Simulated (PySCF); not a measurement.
From PBE0 to CCSD(T): MS along the second period

PBE0 and CCSD(T) in PySCF with def2-SVPD on every atom, for the lowest determinant that a PBE0 search found; no spin–orbit coupling.

| molecule | state (unpaired electrons) | PBE0 Re (Å) | PBE0 ωe (cm⁻¹) | PBE0 De (eV) | CCSD(T) Re (Å) | CCSD(T) ωe (cm⁻¹) | CCSD(T) De (eV) |
| --- | --- | --- | --- | --- | --- | --- | --- |
| BeS | singlet (closed shell) | 1.756 | 999 | 3.41 | ? | ? | ? |
| BS | doublet (σ ↑) | 1.616 | 1214 | 6.04 | 1.632 | 1177 | 5.46 |
| CS | singlet (closed shell) | 1.537 | 1336 | 7.21 | 1.554 | 1274 | 6.83 |
| SN | doublet (π ↑) | 1.500 | 1282 | 4.67 | 1.524 | 1184 | 4.05 |
| SF | doublet (π ↑) | 1.626 | 850 | 3.47 | 1.652 | 795 | 3.10 |

Estimate the CCSD(T) values of BeS by adding the mean shift from PBE0 to CCSD(T) of the other rows, and compare with the calculation.

The mean shifts are +2.1 pm, -63 cm⁻¹ and -0.49 eV, which give 1.777 Å, 936 cm⁻¹ and 2.92 eV. CCSD(T)/def2-SVPD gives Re = 1.791 Å, ωe = 921 cm⁻¹, De = 2.49 eV.

What are the mean differences of PBE0 from CCSD(T) over the whole series?

Re -2.4 pm, ωe +66 cm⁻¹, De +0.57 eV.

In a basis of this size CCSD(T) is itself not converged; it tends to give bonds that are too long and too weak.

Correlated steps freeze the inner cores (5 to 6 orbitals); shallow outer-core shells are correlated. UHF and ROHF references stand side by side, which adds small steps between rows. Correlated levels converge slowly with the basis: in double zeta they bind strong bonds too weakly, by up to about 1 eV, and carry superposition errors of some tenths. Where the molecule has an RHF reference, its open-shell atoms are computed with UHF. The CCSD T1 diagnostic is raised in BeS, CS, a sign that a single reference may not be enough there. States were picked by a PBE0 search and need not be the measured ground states.
